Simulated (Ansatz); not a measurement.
`F[SiH2][S][GeH3]` → `[SH][GeH3]` + `F[SiH]` at 700 K and 1 bar (silylene formation by 1,1-elimination).

Isolated molecules relaxed with PBE0-D4/def2-TZVP in Ansatz; ΔE leaves out vibrations. CCSD(T)/CBS is the MP2 limit (def2-TZVPP, def2-QZVPP) plus CCSD(T) − MP2 in def2-TZVPP, frozen cores. This one scheme is used for every species. For Ge outer-core shells are correlated without core-valence functions, which leaves a few kJ/mol of doubt a bond. Scalar relativity is left out up to krypton. One conformer a species, not always the lowest.

```tsv
species	CCSD(T)/CBS energy (Eh)	H − E (kJ/mol)	S (J/(mol·K))
`F[SiH2][S][GeH3]`	-2865.87038	197.1	481.7
`[SH][GeH3]`	-2476.30083	133.1	357.0
`F[SiH]`	-389.46371	50.0	276.0
```

H − E and S are ideal-gas, rigid-rotor, harmonic terms from PBE0-D4/def2-TZVP, for one conformer and one mirror image of each species. 1 Eh = 2625.50 kJ/mol, R = 8.31446 J/(mol·K).

By hand: ΔE, ΔH, ΔS and ΔG.

ΔE = (-2476.30083) + (-389.46371) − (-2865.87038) = 0.10584 Eh = 277.9 kJ/mol. Δ(H − E) = 133.1 + 50.0 − 197.1 = -14.0, so ΔH = 263.9 kJ/mol. ΔS = 357.0 + 276.0 − 481.7 = 151.3 J/(mol·K). ΔG = 263.9 − 700 × (151.3)/1000 = 158.0 kJ/mol.

By hand: the equilibrium constant, and the temperature at which ΔG would vanish if ΔH and ΔS stayed fixed.

log₁₀ K = −ΔG/(RT ln 10) = -11.8. ΔG = 0 at ΔH/ΔS = 1744 K.

The number of gas molecules changes by +1, which sets the sign of ΔS. A doubt of 5 kJ/mol in ΔE shifts log₁₀ K by 0.4 here. Other conformers and mirror images would add mixing entropy, several J/(mol·K) or more a flexible species. Modes under 60 cm⁻¹, often nearly free rotors, make the harmonic entropy too high. These are equilibria of isolated gas molecules and say nothing of rates. Largest T1 diagnostic: 0.015 (customary marks: 0.02 for closed shells, 0.045 for open ones).
